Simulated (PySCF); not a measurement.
C4H2BrCl, SMILES C#C/C(Br)=C\Cl. Coordinates come from a PBE-D3(BJ)/def2-SVP optimisation. The structure was generated by enumeration; whether it is a known compound was not checked.

The numbers are results of PBE-D3(BJ)/def2-SVP (PySCF), not measurements.

Harmonic wavenumbers (cm⁻¹): 115, 179, 185, 256, 281, 422, 573, 618, 662, 699, 773, 809, 1011, 1244, 1585, 2145, 3158, 3406. Rotational constants (GHz): 3.045, 0.9627, 0.7314; symmetry number 1.

Question: Work out the zero-point energy and the ideal-gas rigid-rotor harmonic-oscillator thermochemistry at 298.15 K and 1 atm.

Answer: ZPE = ½ Σ hcν = ½ × 18118 cm⁻¹ = 25.90 kcal/mol. H − E(el) = 30.71 kcal/mol. Entropy in cal/(mol K): translation 41.22, rotation 29.40, vibration 14.06, total 84.67. G − E(el) = 5.46 kcal/mol. Cp = 24.26 cal/(mol K). Modes under 150 cm⁻¹ make the vibrational entropy uncertain.
